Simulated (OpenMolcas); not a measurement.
# Zr+: effect of correlating more closed shells

```json
{"Program": "OpenMolcas", "Basis": "ANO-RCC-VTZP [7s6p4d2f1g]", "Scalar Hamiltonian": "DKH2, point nucleus", "Active space": "3 electrons in 6 orbitals (4d 5s)", "State averaging": "2S+1 = 4 even, 20 roots; 2S+1 = 2 even, 70 roots kept (CI in the orbitals of an earlier block)", "Spin-orbit coupling": "RASSI with atomic mean-field integrals over the reference wave functions, term energies averaged over their components"}
```

Methods on the same reference wave functions:
A. CASSCF
B. MS-CASPT2, IPEA 0.25 Eh, imaginary shift 0.1 Eh (closed shells correlated: none)
C. MS-CASPT2, IPEA 0.25 Eh, imaginary shift 0.1 Eh (closed shells correlated: 4s 4p)

Energies in cm-1 above 4d2 5s 4F 3/2, the measured ground level; measured values from NIST Handbook of Basic Atomic Spectroscopic Data.

```json
{"Level": "4d2 5s 4F 3/2", "A": "0.0", "B": "0.0", "C": "0.0", "Measured": "0.0"}
{"Level": "4d2 5s 4F 5/2", "A": "303", "B": "303", "C": "306", "Measured": "315"}
{"Level": "4d2 5s 4F 7/2", "A": "726", "B": "733", "C": "738", "Measured": "763"}
{"Level": "4d2 5s 4F 9/2", "A": "1256", "B": "1269", "C": "1271", "Measured": "1323"}
{"Level": "4d3 4F 3/2", "A": "3388", "B": "3110", "C": "2800", "Measured": "2572"}
{"Level": "4d3 4F 5/2", "A": "3720", "B": "3490", "C": "3190", "Measured": "2895"}
{"Level": "4d3 4F 7/2", "A": "4149", "B": "3950", "C": "3660", "Measured": "3300"}
{"Level": "4d3 4F 9/2", "A": "4649", "B": "4440", "C": "4150", "Measured": "3758"}
{"Level": "4d2 5s 2D 3/2(1) [75 %]", "A": "6264", "B": "4250", "C": "3630", "Measured": ""}
{"Level": "4d2 5s 2D 5/2(1) [70 %]", "A": "6547", "B": "4400", "C": "3930", "Measured": ""}
{"Level": "4d3 2P 1/2", "A": "8022", "B": "5730", "C": "5550", "Measured": ""}
{"Level": "4d3 2P 3/2", "A": "8438", "B": "6150", "C": "5930", "Measured": ""}
{"Level": "4d2 5s 2F 5/2 [74 %]", "A": "9147", "B": "5130", "C": "5380", "Measured": "5753"}
{"Level": "4d2 5s 4P 1/2", "A": "9323", "B": "8430", "C": "8060", "Measured": ""}
{"Level": "4d2 5s 4P 3/2", "A": "9534", "B": "8640", "C": "8260", "Measured": ""}
{"Level": "4d2 5s 2F 7/2", "A": "9810", "B": "5710", "C": "6080", "Measured": "6468"}
{"Level": "4d2 5s 4P 5/2", "A": "9854", "B": "8940", "C": "8550", "Measured": ""}
{"Level": "4d3 2G 7/2", "A": "10451", "B": "8870", "C": "8320", "Measured": ""}
{"Level": "4d3 2G 9/2", "A": "10747", "B": "9170", "C": "8600", "Measured": ""}
{"Level": "4d3 4P 1/2", "A": "12785", "B": "10850", "C": "10250", "Measured": ""}
{"Level": "4d3 4P 3/2", "A": "12989", "B": "11030", "C": "10440", "Measured": ""}
{"Level": "4d3 4P 5/2", "A": "13223", "B": "11280", "C": "10680", "Measured": ""}
{"Level": "4d3 2H 9/2", "A": "16217", "B": "13870", "C": "12990", "Measured": ""}
{"Level": "4d3 2H 11/2", "A": "16609", "B": "14300", "C": "13420", "Measured": ""}
```

Deviations, from unrounded energies. A percentage is the sum of absolute deviations over the sum of measured energies, with the sign that they share, or ± where signs differ.

| Against measurement | Levels | A | B | C |
| --- | --- | --- | --- | --- |
| mean absolute deviation (cm-1) | 9 | 1100 | 440 | 240 |
| fine structure of the ground term (%) | 3 | -4.8 | -4.0 | -3.6 |
| other terms of the ground configuration (%) | 2 | +55.1 | -11.3 | -6.2 |
| other configurations (%) | 4 | +27.0 | +19.7 | +10.2 |

C lies closest to measurement on these levels and A furthest from it. The largest miss of C in the table is 4d3 4F 9/2, by +390 cm-1. The ranking rests on the paired levels alone, and a cruder setting can come out closer through cancelling errors.

Between B and C the level of the table that moves most is 4d3 2H 11/2, by 880 cm-1 (lowest in C, highest in B). Moves below CASPT2's spread within the term are not significant.

The mean deviations of B to C differ by less than CASPT2's widest spread within a term (1200 cm-1), so their order carries little weight.

From A to B the spin-free energies of the other terms of 4d2 5s shown, above 4F, scale by factors of 0.53 to 0.90.

The lowest spin-free term lies below A's lowest term by 0.019 hartree in B, 0.287 hartree in C.

What an inner shell adds also hangs on whether the basis holds functions to correlate it.

CASPT2 does not keep the components of a term degenerate, so their means are used; among the terms shown or strongly mixed into the levels shown the widest spread is 1200 cm-1 (4d2 5s 2F, C). Over all roots computed the reference weight is 0.92 to 0.99 in B, 0.87 to 0.93 in C; the roots of lowest weight are the least certain, and an intruder state may touch them. Terms from blocks run as CI alone lack orbitals of their own. Configurations are named by rounded mean occupations; where the s occupation lies near a half they are strongly mixed, a name can repeat and a true partner stay unpaired. A single d shell beside an s shell can misplace configurations of different d count against each other. The CASPT2 spread within a term exceeds the gap to the next term for 4d2 5s 2F and 4d3 2P, so the order of their levels is uncertain (figures for B; the like holds for C). Without dynamic correlation excited terms often stand tens of per cent too high (terms of higher spin than the ground term too low), and those without a measured partner can miss by more than the paired ones (holds for A). Computed and measured levels are paired by configuration, term and J; levels that our copy of the source lacks, or whose pairing is in doubt (as where it misses far off the trend of its configuration), stay unpaired and out of the deviations. Only configurations of the active space appear. Levels that lie high or do not pair safely by name in every column are left out.

A share in square brackets marks a mixed level and gives the weight of the term that names it, the lowest over the columns. A number in round brackets counts repeated terms of one configuration in the order of the reference energies.
